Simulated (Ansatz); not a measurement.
Ansatz (an electronic-structure program) input (PBE-QIDH/def2-TZVPD):

Ansatz 0.2 input:
```yaml
crystal:
  periodic: [false, false, false]
  atoms:
    - {symbol: N, position_ang: [2.08561561, -0.13780306, -0.84352321]}
    - {symbol: Si, position_ang: [1.43572036, 0.17656400, 0.81849805]}
    - {symbol: O, position_ang: [-0.14200701, -0.68613641, 0.79016388]}
    - {symbol: Si, position_ang: [-1.52432227, -0.13202168, 0.18071685]}
    - {symbol: N, position_ang: [-1.47625781, 0.61842218, -1.39939122]}
    - {symbol: H, position_ang: [1.44204453, -0.06177593, -1.62531068]}
    - {symbol: H, position_ang: [2.56900504, -1.02353679, -0.92186622]}
    - {symbol: H, position_ang: [0.81783147, 1.56473778, 0.43668861]}
    - {symbol: H, position_ang: [-2.49296554, -1.26162482, 0.02419518]}
    - {symbol: H, position_ang: [-2.15600966, 0.89260335, 1.06037987]}
    - {symbol: H, position_ang: [-1.23876473, -0.00947371, -2.15698728]}
    - {symbol: H, position_ang: [-0.83016284, 1.40023480, -1.42701832]}
basis:
  gaussian:
    orbitals: def2-TZVPD
hamiltonian:
  xc: {name: PBE-QIDH}
total_charge: -1
magnetization: {spin_polarized: false}
correlation: {electrons: outside_noble_gas}
```

Output:

```
Functional definition: PBE-QIDH
integrals: 0.63 GiB planned
1778 factors; integrals over basis functions are off by at most 1.2e-3 eV
0.41 GiB of the device are held for the grids
1.50 GiB of device memory are held for the factors and their scratch space
mean field: 1.80 GiB planned
mean field evaluation 1: about -20871.6296 eV, gradient 4.6e1 eV
mean field evaluation 2: about -20871.7033 eV, gradient 4.6e1 eV
mean field evaluation 4: about -20875.7897 eV, gradient 3.9e0 eV
mean field evaluation 8: about -20875.8346 eV, gradient 5.0e-1 eV
mean field evaluation 16: about -20875.8353 eV, gradient 2.2e-4 eV
mean field -20875.83527760 eV, -767.1727963023 hartree, gradient 5.9e-6 eV, S^2 0.000000; 0 other end points of the search recorded, 0 dependent functions left out
13 core orbitals not correlated
reference -20875.83529695 eV, -767.1727970135 hartree; 16, 16 occupied and 234, 234 virtual orbitals, 1778 factors
second order -28.16535186 eV of doubles, -0.00000000 eV of singles
Total energy: -20885.22374757 eV, -767.5178162101 hartree
```

It need not be the lowest isomer of its formula. Whether it binds its extra electron was not tested at this geometry.
